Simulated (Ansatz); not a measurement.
Program: Ansatz. Geometries: PBE0-D4/def2-TZVP. ΔE: electronic, gas phase. CCSD(T)/CBS is the MP2 limit (def2-TZVPP, def2-QZVPP) plus CCSD(T) − MP2 in def2-TZVPP, frozen cores. This one scheme is used for every species. One conformer a species, not always the lowest.

`C[SiH2][SiH2]O` + HCl → `C[SiH2][SiH2]Cl` + H₂O  (ligand exchange at the Si–O bond)

```csv
species,CCSD/CBS(def2) energy (Eh)
`C[SiH2][SiH2]O`,-696.21790
HCl,-460.37334
`C[SiH2][SiH2]Cl`,-1080.22668
H₂O,-76.37179
```

(1) Work out ΔE.

Largest T1 diagnostic among the species: 0.012.

## Answers

(1) ΔE = (-1080.22668) + (-76.37179) − (-696.21790) − (-460.37334) = -0.00723 Eh = -4.5 kcal/mol. CCSD(T)/CBS gives -4.8 kcal/mol.

At CCSD(T), def2-SVP lies +1.0 kcal/mol from the extrapolated value and def2-TZVPP +1.4 kcal/mol. The D4 term adds −0.9 kcal/mol with B3LYP and −0.5 kcal/mol with PBE0; it sums over pairs of atoms, weighted by their polarisabilities, and B3LYP, whose exchange is more repulsive, gets the larger term. Leaving LDA and LC-ωPBE aside and taking each functional with its dispersion term where it has one, the values, not all of them listed here, spread over 2.8 kcal/mol, from revPBE-D4 to CAM-B3LYP-D4. LDA lies +1.0 kcal/mol from PBE without D4.

B3LYP here is the variant with VWN-RPA as its local correlation; programs differ in this.
